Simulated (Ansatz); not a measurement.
Total energies of C2H9NSi2, SMILES `C=C(N)[SiH2][SiH3]`.

```xyz
14

C     1.513    0.459    0.731
C     0.964   -0.584    0.095
N     1.582   -1.817   -0.034
Si   -0.671   -0.384   -0.810
Si   -1.877    1.452   -0.013
H     1.030    1.426    0.745
H     2.475    0.385    1.234
H     0.976   -2.617   -0.119
H     2.370   -1.986    0.574
H    -1.469   -1.630   -0.600
H    -0.444   -0.272   -2.278
H    -3.128    1.608   -0.804
H    -2.237    1.255    1.416
H    -1.085    2.706   -0.137
```

Total charge 0; spin multiplicity 1. The structure was optimised at the PBE0-D4/def2-TZVP level. It is one conformer, not always the lowest. Basis def2-TZVPP, Ansatz.

RPA on PBE orbitals: Hartree–Fock energy of these orbitals -713.26891 Eh, correlation -1.39060 Eh (frozen core).

| functional | energy without D4 (Eh) | D4 term (kJ/mol) |
| --- | --- | --- |
| LDA (SPW92) | -711.85776 | – |
| PBE | -714.92250 | -32.0 |
| revPBE | -715.24386 | -93.0 |
| BLYP | -715.33210 | -69.3 |
| r2SCAN | -715.27055 | -8.2 |
| B97M-V | -715.25187 | – |
| PBE0 | -714.99663 | -27.3 |
| B3LYP | -715.45812 | -51.5 |
| r2SCANh | -715.26090 | -8.7 |
| r2SCAN0 | -715.24769 | -9.6 |
| HSE06 (plane-wave form) | -714.97524 | -25.6 |
| BHLYP | -715.32064 | -40.3 |
| CAM-B3LYP | -715.34387 | -27.9 |
| LC-ωPBE | -715.13589 | – |
| ωB97X-V | -715.27423 | – |
| ωB97M-V | -715.28627 | – |
| B2PLYP | -715.04042 | – |
| PBE-QIDH | -714.80420 | – |

B3LYP takes the VWN-RPA correlation (the form of Gaussian; ORCA's B3LYP/G). HSE06 is the plane-wave form, built on full-range PBE exchange. The double hybrids freeze the cores in their second-order part.

LC-ωPBE has ω = 0.4 bohr⁻¹.
